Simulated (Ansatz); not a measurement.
A nudged elastic band was laid between two geometries of BFH3N + BrH (8 atoms, charge 0, multiplicity 1).

All numbers below come from RKS PBE0-D4/def2-SVP in Ansatz.

- movable images: 7
- climbing image: yes
- spring: 5.0 eV/Å²
- optimiser: quadratic models (default)
- start path: through a guess of the saddle point
- force threshold: 0.03 eV/Å
- iteration limit: 60
- end points: relaxed

Image 0:

```xyz
8
Properties=species:S:1:pos:R:3
B 0.057 -0.420 0.198
N 0.033 -0.125 1.572
H -0.812 -0.216 2.120
H 0.883 -0.072 2.124
F 1.229 -0.465 -0.429
H -0.961 -0.615 -0.419
Br -0.506 3.333 1.453
H -0.254 1.914 1.432
```

Image 8:

```xyz
8
Properties=species:S:1:pos:R:3
B -0.075 0.451 0.192
N -0.035 0.174 1.820
H -0.749 -0.493 2.116
H 0.886 -0.205 2.053
F 1.150 0.026 -0.252
H -1.037 -0.137 -0.261
Br -0.305 2.463 0.061
H -0.166 1.053 2.325
```

(1) Which bonds break or form, and what moves?

(2) Give the energies along the band, and the barrier.

(3) What is the geometry of the highest image?

(4) What are the harmonic wavenumbers there?

The band took 14 iterations and roughly 7 core-minutes.

Results:

(1) Bonds broken: Br7–H8. Bonds formed: B1–Br7, N2–H8. BFH3N + BrH becomes BBrFH4N.

(2) The forces met the threshold. The highest image is number 4 of 0 to 8, 0.51 eV above the first end and 1.01 eV above the last; the last end lies 0.50 eV below the first. A vibrational analysis at the climbing image gives one clearly imaginary mode, 863i cm⁻¹: a first-order saddle point. The orbitals stay closed-shell, which can raise the energy where a bond breaks towards radicals; this wasn't checked here.

```json
{"image": "0", "path coordinate (Å)": "0.00", "energy (eV)": "0.00", "Br7–H8 (Å)": "1.44", "B1–Br7 (Å)": "4.00", "N2–H8 (Å)": "2.06"}
{"image": "1", "path coordinate (Å)": "0.41", "energy (eV)": "0.01", "Br7–H8 (Å)": "1.44", "B1–Br7 (Å)": "3.77", "N2–H8 (Å)": "2.08"}
{"image": "2", "path coordinate (Å)": "0.81", "energy (eV)": "0.04", "Br7–H8 (Å)": "1.44", "B1–Br7 (Å)": "3.45", "N2–H8 (Å)": "2.00"}
{"image": "3", "path coordinate (Å)": "1.22", "energy (eV)": "0.20", "Br7–H8 (Å)": "1.49", "B1–Br7 (Å)": "3.07", "N2–H8 (Å)": "1.71"}
{"image": "4", "path coordinate (Å)": "1.63", "energy (eV)": "0.51", "Br7–H8 (Å)": "1.72", "B1–Br7 (Å)": "2.79", "N2–H8 (Å)": "1.27"}
{"image": "5", "path coordinate (Å)": "1.93", "energy (eV)": "0.29", "Br7–H8 (Å)": "1.91", "B1–Br7 (Å)": "2.54", "N2–H8 (Å)": "1.11"}
{"image": "6", "path coordinate (Å)": "2.23", "energy (eV)": "-0.13", "Br7–H8 (Å)": "2.08", "B1–Br7 (Å)": "2.26", "N2–H8 (Å)": "1.05"}
{"image": "7", "path coordinate (Å)": "2.52", "energy (eV)": "-0.42", "Br7–H8 (Å)": "2.34", "B1–Br7 (Å)": "2.09", "N2–H8 (Å)": "1.03"}
{"image": "8", "path coordinate (Å)": "2.82", "energy (eV)": "-0.50", "Br7–H8 (Å)": "2.67", "B1–Br7 (Å)": "2.03", "N2–H8 (Å)": "1.02"}
```

(3) 
```xyz
8
Properties=species:S:1:pos:R:3
B -0.006 -0.042 0.266
N -0.011 0.107 1.757
H -0.797 -0.302 2.257
H 0.877 -0.071 2.226
F 1.180 -0.150 -0.294
H -1.022 -0.280 -0.323
Br -0.369 2.712 0.562
H -0.182 1.360 1.601
```

(4) 863i, 121, 297, 359, 413, 438, 772, 864, 927, 1067, 1129, 1278, 1371, 1410, 1568, 2724, 3546, 3657 cm⁻¹.

Run time: 3.5 min on 2 threads of Arm Neoverse V1 (shared host), peak memory 0.22 GiB.
